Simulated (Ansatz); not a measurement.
Geometry optimisation, RKS LDA/def2-SVP in Ansatz.

Input:

```yaml
crystal:
  periodic: [false, false, false]
  atoms:
    - { symbol: C, position_ang: [-0.6144, 1.7128, 0.2587] }
    - { symbol: B, position_ang: [-0.6537, 0.1681, 0.2857] }
    - { symbol: B, position_ang: [0.5539, -0.6752, -0.4392] }
    - { symbol: "N", position_ang: [0.6569, -2.1875, -0.4049] }
    - { symbol: H, position_ang: [-1.5614, 2.1281, 0.7559] }
    - { symbol: H, position_ang: [-0.6833, 2.1204, -0.8084] }
    - { symbol: H, position_ang: [0.2726, 2.1532, 0.7519] }
    - { symbol: H, position_ang: [-1.4854, -0.3956, 0.82] }
    - { symbol: H, position_ang: [1.4565, -0.0752, -0.937] }
    - { symbol: H, position_ang: [-0.0797, -2.59847, 0.08629] }
    - { symbol: H, position_ang: [0.67829, -2.53574, -1.41235] }
basis:
  gaussian: { orbitals: def2-SVP }
hamiltonian:
  xc: lda
relax:
  f_tol: 0.015
  max_steps: 40
output:
  orbitals: {}
```

Run as:

```bash
$ ansatz run input.yaml --threads 1 --pin off --max-ram 2048MiB --backend cpu --events-out ev --progress --plain --runs-dir out
```

Problem. Where does it end, and by what steps?

Solution. It converged. After 24 steps the energy has fallen by 1.364 eV; H8 moved furthest, 1.53 Å.

| step | energy less start (eV) | largest force component (eV/Å) | accepted |
| --- | --- | --- | --- |
| 0 | 0.0000 | 3.961 | yes |
| 1 | -0.7887 | 2.049 | yes |
| 2 | -1.0979 | 0.943 | yes |
| 3 | -1.2026 | 0.508 | yes |
| 4 | -1.1884 | 1.353 | no |
| 5 | -1.2419 | 0.194 | yes |
| 6 | -1.2577 | 0.126 | yes |
| 7 | -1.2515 | 0.280 | no |
| 8 | -1.2626 | 0.027 | yes |
| 9 | -1.2663 | 0.042 | yes |
| 10 | -1.2717 | 0.086 | yes |
| 11 | -1.2771 | 0.308 | yes |
| 12 | -1.2794 | 0.412 | yes |
| 13 | -1.2906 | 0.415 | yes |
| 14 | -1.3040 | 0.298 | yes |
| 15 | -1.3151 | 0.431 | yes |
| 16 | -1.3304 | 0.290 | yes |
| 17 | -1.3519 | 0.129 | yes |
| 18 | -1.3584 | 0.091 | yes |
| 19 | -1.3541 | 0.265 | no |
| 20 | -1.3622 | 0.166 | yes |
| 21 | -1.3634 | 0.026 | yes |
| 22 | -1.3637 | 0.029 | yes |
| 23 | -1.3638 | 0.022 | yes |
| 24 | -1.3639 | 0.008 | yes |

```xyz
11
Properties=species:S:1:pos:R:3
C -0.866 1.613 0.116
B -0.314 0.261 0.645
B 0.629 -0.811 -0.216
N 0.268 -1.953 -0.921
H -1.784 1.972 0.628
H -0.959 1.728 -0.983
H -0.068 2.331 0.444
H -0.454 0.063 1.854
H 1.837 -0.550 -0.206
H -0.695 -2.288 -1.004
H 0.945 -2.551 -1.400
```

The run took 44 s on 1 thread of Arm Neoverse V1, on a shared host, peak memory 0.26 GiB.
